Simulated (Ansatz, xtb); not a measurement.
## CH4BeGe: which of two isomers lies lower

Structure I: `[BeH][CH2][GeH]`, a singlet. Structure II: `[BeH][Ge][CH3]`, a singlet. Both are isolated molecules in the gas phase, relaxed with PBE0-D4/def2-TZVP; the shapes shown needn't be the lowest conformers.

I (Å):

```xyz
7

C     0.7326    0.6885   -0.6299
Be    1.5986    0.5514    0.7947
Ge   -1.0778   -0.0466   -0.4797
H    -1.5980    1.1403    0.4650
H     0.7024    1.7829   -0.7441
H     2.2708    0.4602    1.9459
H     1.2872    0.2288   -1.4528
```

II (Å):

```xyz
7

C     1.3653    0.0126   -0.9291
Be   -1.6422   -0.7918   -0.0962
Ge   -0.4350    0.8716   -1.1609
H     1.5680   -0.2583    0.1109
H     1.3804   -0.9248   -1.4982
H     2.1631    0.6575   -1.2978
H    -2.4192   -1.7130    0.5088
```

Q: Estimate E(II) − E(I) at the level CCSD(T)/def2-TZVPP.

A: Calculated at CCSD(T)/def2-TZVPP: E(II) − E(I) = +10.5 kcal/mol, so structure I lies lower.

Level by level:

| level | geometry | E(II) − E(I) (kcal/mol) | departure from the last row (kcal/mol) | job, with rough time for the two |
| --- | --- | --- | --- | --- |
| PBE0-D4/def2-TZVP | PBE0-D4/def2-TZVP | +10.7 | +0.2 | optimisation, 50 s |
| HF/def2-TZVPP | PBE0-D4/def2-TZVP | +8.5 | −2.1 | part of the CCSD(T) run |
| MP2/def2-TZVPP | PBE0-D4/def2-TZVP | +12.3 | +1.8 | part of the CCSD(T) run |
| CCSD(T)/def2-TZVPP | PBE0-D4/def2-TZVP | +10.5 |  | single point, 59 s |

As drawn, II has 1 Be–Ge, 1 C–H in place of 1 C–Be, 1 Ge–H.

The levels shown agree on the order. The largest departure from CCSD(T)/def2-TZVPP is that of HF/def2-TZVPP, 2.1 kcal/mol. Levels run at GFN2-xTB geometries aren't shown.

With harmonic frequencies from PBE0-D4/def2-TZVP (ideal gas, rigid rotor, one conformer each, 298.15 K, 1 atm): on the last row, ΔE + ΔZPE = +12.7 kcal/mol. A mode under 50 cm⁻¹ makes harmonic enthalpies and free energies unreliable, so none is given.

The correlated steps freeze 10 core orbitals; the filled d shell of Ge is correlated; the last core shell of Be is correlated, in a basis made for valence electrons. Programs: Ansatz 0.2.0; the last row on 2 threads of Arm Neoverse V1 on a shared host.
